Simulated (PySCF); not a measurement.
A structure optimised at PBE-D3(BJ)/def2-SVP, used in a PySCF frequency run:

```xyz
9

Sn     0.5151    -0.1246     0.0000
Cl    -0.6571    -0.9160     1.8938
Cl    -0.6571    -0.9160    -1.8938
O      0.4069     1.8643     0.0000
C     -0.8670     2.4944     0.0000
H      2.1676    -0.5834     0.0000
H     -1.4697     2.2420    -0.9026
H     -0.6946     3.5914     0.0000
H     -1.4697     2.2420     0.9026
```
Charge 0, spin multiplicity 1.

Question: Write its SMILES, formula and point group.

Answer: C[O][SnH]([Cl])[Cl], CH₄Cl₂OSn, Cs

Question: What are its rotational constants (standard atomic weights)?

Answer: 1.6991, 1.4954, 1.0722 GHz
